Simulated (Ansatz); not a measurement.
H6InNSi (`N[SiH2][InH2]`). The species carries charge 0 and has multiplicity 1. Correlated methods include outer-core shells of In, which these sets cover unevenly. In takes the def2 core potential.

Cartesian coordinates in Å:
```
N 1.0857 1.2265 0.4975
Si -0.4011 0.3595 0.6570
In -0.5763 -1.3584 -1.2496
H 1.9217 0.7281 0.2391
H 1.3015 1.9801 1.1315
H -1.5082 1.3560 0.6002
H -0.5856 -0.3496 1.9671
H 0.8424 -1.8843 -2.0997
H -2.0800 -2.0580 -1.7430
```

Question: Give the diagnostics of a CCSD(T)/def2-TZVPP run (frozen core, Ansatz 0.2.0). (Best estimate.)

Answer: The calculation gave: T1 = 0.0129, largest single amplitude 0.023, largest double 0.031, (T) share of the correlation energy 3.1 %, 9 CCSD cycles. The RHF solution is stable towards an unrestricted one. T1 lies under the customary mark of 0.02 for closed shells.
